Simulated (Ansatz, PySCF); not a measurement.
System: trifluoroarsane, AsF3, net charge 0, singlet state. 
Geometry from a B3LYP-D3(BJ)/def2-TZVP (Ansatz, a quantum-chemistry and plane-wave program) optimisation:
```xyz
4

F     -0.8444    -1.2126    -0.5085
As     0.0043    -0.0097     0.3990
F      1.4749    -0.1021    -0.5065
F     -0.6462     1.3505    -0.4481
```
Charge 0, spin multiplicity 1.

Dipole moments at this geometry, in debye (magnitudes).

| level | program | dipole (D) |
|---|---|---|
| PBE/def2-TZVPD | Ansatz | … |
| revPBE/def2-TZVPD | Ansatz | 2.32 |
| r2SCAN/def2-TZVPD | Ansatz | 2.36 |
| B97M-V/def2-TZVPD | Ansatz | 2.39 |
| B3LYP/def2-TZVPD | Ansatz | 2.58 |
| PBE0/def2-TZVPD | Ansatz | 2.50 |
| TPSSh/def2-TZVPD | PySCF | 2.40 |
| r2SCAN0/def2-TZVPD | Ansatz | 2.52 |
| M06-2X/def2-TZVPD | PySCF | 2.57 |
| HSE06/def2-TZVPD | Ansatz | 2.49 |
| CAM-B3LYP/def2-TZVPD | PySCF | 2.63 |
| wB97M-V/def2-TZVPD | Ansatz | 2.58 |
| wB97X-V/def2-TZVPD | Ansatz | 2.52 |
| CCSD(T)/aug-cc-pVDZ | Ansatz | … |

What belongs in the gaps?


- PBE/def2-TZVPD, dipole (D): 2.35
- CCSD(T)/aug-cc-pVDZ, dipole (D): 2.58
